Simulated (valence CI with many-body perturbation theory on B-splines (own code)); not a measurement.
## Sensitivity of CI+MBPT for Er⁵⁵⁺

Calculated by valence CI with perturbative core correlation (CI+MBPT): three valence electrons over a frozen Dirac-Fock core [Ne], a basis of 6 s, 6 p, 5 d, 3 f, 1 g functions for each j, with the one-electron correlation potential Σ1, the two-electron term Σ2, the three-electron term Σ3, Breit, model QED; selected CI, second order for the rest (own B-spline code, finite nucleus).

No measured spectrum was set against this ion. As an estimate, large intervals hold to a few tenths of a per cent, small ones and those within an open d or f shell to about a per cent.

The reference run has the lowest level (3s^2 3p1/2) J=1/2 and an ionisation energy of 5455.77 eV. Its largest variational space holds 2760 state functions.

Levels are named by their leading jj configuration (3d3/2^4 stands for four electrons in 3d with j = 3/2), which in mixed levels can hold well under half, so a name can repeat and another be missing. Letters in brackets count levels of one name in rising energy.

Changed runs:
A. cutoff of virtual states (hartree) 9248 → 5610
B. size limit of the variational space 10000 → 6000
C. box radius (bohr) 1.5051 → 3.99
D. size limit of the variational space 10000 → 300; second order for the rest on → off (bad on purpose)

Excitation energies of the reference run in cm⁻¹, and shifts in cm⁻¹:

```csv
Level,Reference,A,B,C,D
(3s 3p1/2^2) J=1/2,1178290,+16,0,-0.1,+47
(3s^2 3p3/2) J=3/2,1963020,-37,0,-0.6,+916
(3s 3p1/2 3p3/2) J=3/2 [a],2927570,-20,0,-0.7,+489
(3s 3p1/2 3p3/2) J=5/2,3056930,-22,0,-0.7,+869
(3s 3p1/2 3p3/2) J=3/2 [b],3215530,-33,0,-0.8,+940
(3s 3p1/2 3p3/2) J=1/2,3287470,-20,0,-0.7,+193
(3s^2 3d3/2) J=3/2,3651850,-82,0,-1.4,+1057
(3s^2 3d5/2) J=5/2,4036680,-96,0,-1.6,+662
(3p1/2^2 3p3/2) J=3/2,4381210,-27,0,-1.0,+866
(3s 3p1/2 3d3/2) J=3/2 [a],4490170,-64,0,-1.4,+632
(3s 3p1/2 3d3/2) J=5/2,4583590,-78,0,-1.5,+653
(3s 3p1/2 3d3/2) J=1/2,4773540,-78,0,-1.6,+138
Ionisation energy (eV),5455.77,-0.013,0,-0.00028,-0.06
```

No effect on these energies: B.
